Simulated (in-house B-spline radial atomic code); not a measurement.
**Correlation energy from the adiabatic connection: −Z/r, Z = 0.717, wall at 5.68 bohr**

Two electrons in a singlet, external potential −Z/r, Z = 0.717, wall at 5.68 bohr (atomic units). Full CI in B-splines (partial waves to l = 8, correlation up to 0.6 % small) with the density held fixed gives W(λ) = <V_ee>_λ − U, and E_c is the integral of W(λ) − W(0) from 0 to 1.

```
   λ  W(λ) − W(0) (hartree)
   0                0.00000
0.02               -0.00188
0.05               -0.00461
0.12               -0.01060
0.25               -0.02049
 0.4               -0.03025
 0.6               -0.04111
 0.8               -0.05009
   1               -0.05764
```

Task: Integrate the table by the trapezoid rule.

Result: The strips give -0.00002, -0.00010, -0.00053, -0.00202, -0.00381, -0.00714, -0.00912, -0.01077, which sum to -0.03350 hartree. The direct value, W(1) − W(0) + T_c with T_c = 0.02401, is -0.03363; the curve is convex, so chords lie above it and the trapezoids fall short in size by 0.37 %.

Task: Now use only three numbers: W(0) = -0.3863, the initial slope W'(0) = -0.0951 (extrapolated from the first points) and the strong-coupling limit of the point-charge-plus-continuum model, W∞ = -0.45873. What do second-order theory and the interpolation W(λ) = W∞ + (W(0) − W∞)/√(1 + 2χλ) of Seidl, Perdew and Levy give?

Result: Second order keeps the slope alone: E_c = W'(0)/2 = -0.04755, +41 % in size against -0.03363. Matching the slope fixes χ = W'(0)/(W∞ − W(0)) = -0.0951/(-0.07243) = 1.31299. Integrating, with s = √(1 + 2χ) = 1.904202, E_c = −(W(0) − W∞)(s − 1)/(s + 1) = −0.07243 × 0.904202/2.904202 = -0.02255 hartree, -32.9 % in size against the full result. At λ = 1 the formula gives W − W(0) = -0.03439 against -0.05764. Part of the miss can come from the model's W∞, which here lies above the computed W at λ = 10, -0.51563.
